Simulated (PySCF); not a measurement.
Point-charge models of `[H]/N=C(\C#N)C1=NOC=N1` against its computed dipole.

Coordinates (GFN2-xTB, Å) and charges (e) from the PBE0/pcSseg-1 density (PySCF):

```
atom       x       y       z  Mulliken      IAO  Hirshfeld  ESP-fitted
  N1  -2.782  -1.554   0.763   -0.2083  -0.1830    -0.1759     -0.3272
  C2  -2.005  -0.815   0.362   +0.1726  +0.1046    +0.0767     +0.1152
  C3  -1.148   0.195  -0.200   +0.0171  +0.1369    +0.1043     +0.3840
  N4  -1.563   1.199  -0.844   -0.2485  -0.3539    -0.1652     -0.6705
  C5   0.282  -0.008   0.022   +0.3695  +0.1811    +0.0818     +0.6553
  N6   1.268   0.823  -0.425   -0.3875  -0.2997    -0.1766     -0.6821
  C7   2.337   0.244   0.005   +0.3365  +0.1782    +0.1181     +0.5324
  O8   2.087  -0.878   0.682   -0.2502  -0.1275    -0.0083     -0.1382
  N9   0.751  -1.034   0.688   -0.1328  -0.1178    -0.0905     -0.3771
 H10  -2.573   1.265  -0.953   +0.1919  +0.2786    +0.1366     +0.4222
 H11   3.350   0.567  -0.127   +0.1396  +0.2023    +0.0988     +0.0860
```

Task: Form Σ q r in debye for every column and set it beside the full dipole.

Result: The full density gives (2.30, 1.65, -0.86) D, 2.96 D in size; dipole vectors point from the negative to the positive end.

```json
{"scheme": "Mulliken", "μx": "1.70", "μy": "1.57", "μz": "-0.86", "size (D)": "2.47", "share of the full size (%)": "83", "angle to the full dipole (°)": "8"}
{"scheme": "IAO", "μx": "1.87", "μy": "1.43", "μz": "-0.76", "size (D)": "2.47", "share of the full size (%)": "83", "angle to the full dipole (°)": "2"}
{"scheme": "Hirshfeld", "μx": "2.13", "μy": "1.18", "μz": "-0.58", "size (D)": "2.50", "share of the full size (%)": "84", "angle to the full dipole (°)": "7"}
{"scheme": "ESP-fitted", "μx": "2.31", "μy": "1.65", "μz": "-0.86", "size (D)": "2.96", "share of the full size (%)": "100", "angle to the full dipole (°)": "0"}
```

Task: Which set comes closest?

Result: Length of the difference vector: ESP-fitted 0.01 D, IAO 0.50 D, Hirshfeld 0.58 D, Mulliken 0.61 D. Closest: ESP-fitted. 

Task: What is left for the Hirshfeld atoms' own dipoles?

Result: The Hirshfeld atoms' densities add up to the full density, so μ = Σ q r + Σ (atomic dipoles). The atomic dipoles sum to (2.30, 1.65, -0.86) − (2.13, 1.18, -0.58) = (0.17, 0.47, -0.28) D, 0.58 D in size.

Task: With the origin at the mean of the coordinates, (0.000, 0.000, -0.002) Å, which are the largest single terms, by size, of the IAO dipole along the direction of the full one?

Result: H11 +2.87, N1 +2.86, N6 -2.26, C7 +1.67, H10 -1.36 D; all 11 atoms together +2.47 D. The single terms depend on the origin, their sum doesn't.

Task: Give the size of the full dipole in other units.

Result: 2.96 D = 1.166 au = 0.617 e·Å = 9.88 × 10⁻³⁰ C·m.

Isolated species at its GFN2-xTB geometry (one conformer only).

Conformer computed: `[H]/[N:4]=[C:3](\[C:2]#[N:1])[c:5]1[n:6][cH:7][o:8][n:9]1`: C2–C3–C5–N6 180°.
